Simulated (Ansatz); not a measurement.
Single points on the cluster Sn₅H₂.

```yaml
crystal:
  periodic: [false, false, false]
  atoms:
    - {symbol: Sn, position_ang: [0.883329, -0.515302, 1.884962]}
    - {symbol: Sn, position_ang: [-0.096275, -1.455173, -1.572411]}
    - {symbol: Sn, position_ang: [-0.786978, 1.970389, -0.312452]}
    - {symbol: Sn, position_ang: [-1.671870, -0.568041, 0.628155]}
    - {symbol: Sn, position_ang: [1.671780, 0.568157, -0.628300]}
    - {symbol: H, position_ang: [-3.215270, -1.092858, 1.207464]}
    - {symbol: H, position_ang: [3.215284, 1.092818, -1.207419]}
basis:
  gaussian: {orbitals: def2-TZVP, initial_orbitals: start.molden}
hamiltonian: {xc: hse06, dispersion: d4}
scf: {omitted_lower_state_checks: [starts]}
output: {orbitals: {seedname: orbitals}}
```

The file start.molden holds the orbitals of an earlier run on this structure, at another level or in another basis.

```sh
$ ansatz run in.yaml --threads 4 --pin off --events-out ev --progress --plain --max-ram 4787MiB
```

Shortened log:

```
Functional definition: HSE06
2393 factors; their error is unknown
120 factors; integrals over basis functions are off by at most 3.2e-7 eV
mean field evaluation 1: about -29194.1225 eV, gradient 5.0e-1 eV
mean field evaluation 2: about -29194.1237 eV, gradient 1.6e-3 eV
mean field evaluation 4: about -29194.5105 eV, gradient 2.2e-4 eV
mean field -29194.51051142 eV, -1072.8784725449 hartree, gradient 1.4e-5 eV, S^2 0.000000; 0 other end points of the search recorded, 0 dependent functions left out
reference -29194.51056407 eV, -1072.8784744797 hartree; 56, 56 occupied and 206, 206 virtual orbitals, 2393 factors
Total energy: -29194.94266242 eV, -1072.8943538011 hartree
Checks for a lower state left out: starts
```

Hardware: 4 threads of Arm Neoverse V1 on a shared host. Wall time 12 s, peak host memory 1.5 GiB.

First input, but with `gaussian: {orbitals: def2-SVP, initial_orbitals: start.molden}`, `correlation: {method: ccsd_t}` and without the key `hamiltonian` (abridged; 74 s):

```
Functional definition: HF
mean field -29061.29604808 eV, -1067.9829313131 hartree, gradient 6.0e-6 eV, S^2 0.000000; unrestricted orbitals would lower it
20 core orbitals not correlated: weight in the atoms' cores, before any rotation towards them, 1.000 or more for the frozen orbitals, at most 0.000 for the correlated occupied ones
second order -14.40804725 eV of doubles, -0.00000000 eV of singles
cycle   1  -14.24594098 eV  change    1.6e-1 eV  update   1.9e-1
cycle   2  -14.91393237 eV  change   -6.7e-1 eV  update   6.4e-2
cycle   3  -15.09928530 eV  change   -1.9e-1 eV  update   4.1e-2
cycle   4  -15.07787521 eV  change    2.1e-2 eV  update   1.8e-2
cycle   5  -15.08086735 eV  change   -3.0e-3 eV  update   1.1e-2
cycle   6  -15.07966165 eV  change    1.2e-3 eV  update   3.3e-3
cycle   7  -15.07892188 eV  change    7.4e-4 eV  update   9.4e-4
cycle   8  -15.07954902 eV  change   -6.3e-4 eV  update   2.6e-4
cycle   9  -15.07950051 eV  change    4.9e-5 eV  update   7.7e-5
cycle  10  -15.07945136 eV  change    4.9e-5 eV  update   2.6e-5
perturbative correction -1.02272367 eV, -0.0375844018 hartree
Total energy: -29077.39822312 eV, -1068.5746753313 hartree
Checks for a lower state left out: starts
```

First input, but with `hamiltonian: {xc: r2scan, dispersion: d4}` (abridged; 12 s):

```
Functional definition: r2SCAN
mean field -29204.79738255 eV, -1073.2565080859 hartree, gradient 2.1e-5 eV, S^2 0.000000
Total energy: -29204.88828890 eV, -1073.2598488327 hartree
Checks for a lower state left out: starts
```

As the first input, with `gaussian: {orbitals: def2-SVP, initial_orbitals: start.molden}`, `hamiltonian: {xc: pbe0, dispersion: d4}` (abridged; 4.7 s):

```
Functional definition: PBE0
mean field -29193.81475674 eV, -1072.8529040319 hartree, gradient 3.2e-5 eV, S^2 0.000000
Total energy: -29194.25069204 eV, -1072.8689243586 hartree
Checks for a lower state left out: starts
```

As the first input, with `hamiltonian: {xc: {name: r2SCAN0}, dispersion: d4}` (abridged; 17 s):

```
Functional definition: r2SCAN0
mean field -29200.81210531 eV, -1073.1100518487 hartree, gradient 1.7e-5 eV, S^2 0.000000
Total energy: -29200.93822569 eV, -1073.1146866875 hartree
Checks for a lower state left out: starts
```

First input, but with `gaussian: {orbitals: def2-SVP, initial_orbitals: start.molden}`, `hamiltonian: {xc: pbe, dispersion: d4}` (abridged; 2.3 s):

```
Functional definition: PBE
mean field -29192.92080245 eV, -1072.8200518176 hartree, gradient 2.2e-5 eV, S^2 0.000000
Total energy: -29193.42307209 eV, -1072.8385098865 hartree
Checks for a lower state left out: starts
```

The first input with `hamiltonian: {xc: pbe, dispersion: d4}`, `output: {forces: true, orbitals: {seedname: orbitals}}` (abridged; 6.5 s):

```
Functional definition: PBE
mean field -29193.84318393 eV, -1072.8539487117 hartree, gradient 2.5e-5 eV, S^2 0.000000
Total energy: -29194.34546599 eV, -1072.8724072371 hartree
Atom 0 force    -0.056814     0.033169    -0.121062 eV/Å
Atom 1 force     0.006141     0.093776     0.100965 eV/Å
Atom 2 force     0.050510    -0.126675     0.019937 eV/Å
Atom 3 force     0.034620     0.011484    -0.013114 eV/Å
Atom 4 force    -0.034599    -0.011880     0.013406 eV/Å
Atom 5 force     0.101292     0.034522    -0.037917 eV/Å
Atom 6 force    -0.101149    -0.034397     0.037785 eV/Å
Dipole moment:    -0.000002     0.000012    -0.000020 e Å
Checks for a lower state left out: starts
```

Geometry: PBE-D4/def2-SVP.

In the def2 sets Sn takes a core potential; there is no spin–orbit coupling. HSE06 is defined as in plane-wave codes, on full-range PBE exchange. Correlated methods freeze 20 core orbitals; core or outer-core shells of Sn are correlated, in sets that lack core-valence functions. The restricted singlet is unstable towards broken spin symmetry in Hartree–Fock (as tested in another run); at HSE06-D4/def2-TZVP, r2SCAN-D4/def2-TZVP, PBE0-D4/def2-SVP, r2SCAN0-D4/def2-TZVP and others this wasn't settled. At CCSD(T)/def2-SVP T1 of the charge 0 singlet is large (up to 0.020), so the single-reference result is doubtful. At CCSD(T)/def2-SVP the restricted singlet (for correlated methods, its reference) is unstable: a solution with broken spin symmetry lies lower. The structure comes from a short search, and lower isomers may exist.
